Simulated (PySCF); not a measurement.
**KHg: frontier orbitals**

CAM-B3LYP at R = 4.107 Å; basis K def2-SVP, Hg def2-SVP with ECP60; scalar-relativistic core potentials; PySCF 2.14. State: ²Σ⁺ (doublet), unpaired electrons σ ↑. Only the outer orbitals are listed, counted within each symmetry, core potentials removing the inner ones.

| spin | orbital | occ. | ε (eV) | on K (%) | main shells (%) |
| --- | --- | --- | --- | --- | --- |
| α | 8σ | 1 | -13.18 | 0 | 100 Hg d |
| α | 4π | 1 | -13.17 | 0 | 100 Hg d |
| α | 4π | 1 | -13.17 | 0 | 100 Hg d |
| α | 1δ | 1 | -13.16 | 0 | 100 Hg d |
| α | 1δ | 1 | -13.16 | 0 | 100 Hg d |
| α | 9σ | 1 | -8.92 | 2 | 98 Hg s |
| α | 10σ | 1 | -3.62 | 93 | 93 K s |
| α | 11σ | 0 | -0.02 | 56 | 44 Hg p, 39 K p, 18 K s |
| α | 5π | 0 | 0.17 | 56 | 56 K p, 44 Hg p |
| α | 5π | 0 | 0.17 | 56 | 56 K p, 44 Hg p |
| β | 8σ | 1 | -13.16 | 0 | 100 Hg d |
| β | 4π | 1 | -13.16 | 0 | 100 Hg d |
| β | 4π | 1 | -13.16 | 0 | 100 Hg d |
| β | 1δ | 1 | -13.16 | 0 | 100 Hg d |
| β | 1δ | 1 | -13.16 | 0 | 100 Hg d |
| β | 9σ | 1 | -8.83 | 1 | 99 Hg s |
| β | 10σ | 0 | -1.00 | 92 | 91 K s, 9 Hg p |
| β | 11σ | 0 | 0.24 | 55 | 44 Hg p, 30 K s, 26 K p |
| β | 5π | 0 | 0.29 | 40 | 60 Hg p, 39 K p |

Task: Which are the highest filled and the lowest empty level, where do they sit, and how wide is the gap?

Result: Highest filled α 10σ at -3.62 eV (in %: 93 K s); lowest empty β 10σ at -1.00 eV (in %: 91 K s, 9 Hg p); the gap at CAM-B3LYP is 2.62 eV.

| Property | Result |
| --- | --- |
| bond order (Mayer) | 0.16 |
| ⟨S²⟩ | 0.750 |
| charge on K (Mulliken, basis-dependent) | 0.03 |
| charge on K (Löwdin, basis-dependent) | -0.02 |
| dipole moment (positive dipole means K(−)Hg(+)) | -0.21 D |
| polarisability along the bond | 396.2 bohr³ |
| polarisability across the bond | 243.2 bohr³ |

Spin–orbit coupling is left out. The state is the lowest determinant that a PBE0 search found; another state may lie lower at other levels.
